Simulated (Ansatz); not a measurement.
`C#CC(=C)C` + `BS` → `BSC#C` + propene at 600 K and 1 bar (substitution at a C–C bond).

Gas-phase electronic energies from Ansatz, PBE0-D4/def2-TZVP geometries. CCSD(T)/CBS adds triple-zeta CCSD(T) − MP2 to the extrapolated MP2 energy (def2 sets, frozen cores). This one scheme is used for every species.

```json
{"species": "`C#CC(=C)C`", "CCSD(T)/CBS energy (Eh)": "-193.78910", "H − E (kJ/mol)": "289.9", "S (J/(mol·K))": "393.0"}
{"species": "`BS`", "CCSD(T)/CBS energy (Eh)": "-424.38198", "H − E (kJ/mol)": "108.7", "S (J/(mol·K))": "286.1"}
{"species": "`BSC#C`", "CCSD(T)/CBS energy (Eh)": "-500.39539", "H − E (kJ/mol)": "152.9", "S (J/(mol·K))": "347.6"}
{"species": "`C=CC`", "CCSD(T)/CBS energy (Eh)": "-117.74610", "H − E (kJ/mol)": "248.6", "S (J/(mol·K))": "323.1"}
```

H − E and S are ideal-gas, rigid-rotor, harmonic terms from PBE0-D4/def2-TZVP. 1 Eh = 2625.50 kJ/mol, R = 8.31446 J/(mol·K).

**Question.** By hand: ΔE, ΔH, ΔS and ΔG.

**Answer.** ΔE = (-500.39539) + (-117.74610) − (-193.78910) − (-424.38198) = 0.02959 Eh = 77.7 kJ/mol. Δ(H − E) = 152.9 + 248.6 − 289.9 − 108.7 = 2.9, so ΔH = 80.6 kJ/mol. ΔS = 347.6 + 323.1 − 393.0 − 286.1 = -8.4 J/(mol·K). ΔG = 80.6 − 600 × (-8.4)/1000 = 85.6 kJ/mol.

**Question.** By hand: the equilibrium constant, and the temperature at which ΔG would vanish if ΔH and ΔS stayed fixed.

**Answer.** log₁₀ K = −ΔG/(RT ln 10) = -7.5. ΔH and −TΔS have one sign here, so there is no such temperature.

The number of gas molecules stays the same, so ΔS is small and ΔH decides. A doubt of 5 kJ/mol in ΔE shifts log₁₀ K by 0.4 here. These are equilibria of isolated gas molecules and say nothing of rates. Largest T1 diagnostic: 0.015 (customary marks: 0.02 for closed shells, 0.045 for open ones).
